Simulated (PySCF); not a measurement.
## How methods differ on the excitation energy of He

He 1s2 (1S) → He 1s1 2s1 (3S), as a difference of total energies. Computed with PySCF 2.14 in aug-cc-pVQZ with one added diffuse shell each of s, p, d, f type (6s5p4d3f, 62 functions), with no relativity, point nucleus. Correlated levels: valence: nothing frozen. The calculations carry no spin-orbit coupling.

```
           method  excitation energy (eV)  error (eV)
              UHF                  18.713      -1.107
              LDA                  19.451      -0.369
              PBE                  19.495      -0.325
             PBE0                  19.495      -0.325
           r2SCAN                  19.852      +0.032
            B3LYP                  20.054      +0.234
        CAM-B3LYP                  19.960      +0.140
            TPSSh                  19.853      +0.033
            M06-L                  20.086      +0.266
    MP2 (valence)                  19.665      -0.155
SCS-MP2 (valence)                  19.873      +0.053
```

Reference: 19.820 eV (measured; NIST levels).

Errors of the correlated levels include the incompleteness of this basis.

The promoted electron is Rydberg-like, and one or two diffuse shells describe it only roughly, which tends to raise the upper state.
